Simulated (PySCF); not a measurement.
Numbering as in the mapped SMILES `[CH3:1][c:2]1[cH:3][cH:4][c:5]([C:6]#[N:7])[cH:8][cH:9]1`. Each H is labelled by its parent atom.

GIAO PBE0/pcSseg-1 shifts (PySCF 2.14.0 with density-fitted response routines, gas phase, non-relativistic, equivalent atoms averaged), each against references optimised in the same way as the molecule (TMS, NH3).

On the GFN2-xTB geometry: C2 148.8, C4/C8 140.0, C3/C9 134.8, C6 124.7, C5 114.5, C1 24.5, N7 314.8, H(C4)/H(C8) 7.89, H(C3)/H(C9) 7.58, H(C1) 2.57 ppm.

**Question.** What changes on the PBE0-D3(BJ)/def2-SVP geometry?

**Answer.** 
```tsv
atoms	δ (ppm)	change
C2	148.2	-0.6
C4/C8	139.3	-0.7
C3/C9	134.8	+0.0
C6	124.3	-0.4
C5	115.1	+0.6
C1	23.6	-0.9
N7	318.7	+3.9
H(C4)/H(C8)	7.66	-0.23
H(C3)/H(C9)	7.37	-0.21
H(C1)	2.45	-0.12
```

Bonds between heavy atoms that differ most (equivalent bonds averaged): C5–C6 1.413 → 1.431 Å, C6–N7 1.147 → 1.160 Å, C2–C3 1.392 → 1.401 Å, C3–C4 1.380 → 1.389 Å, C4–C5 1.395 → 1.402 Å. Mean change of bonds to hydrogen: C–H +0.012 Å.
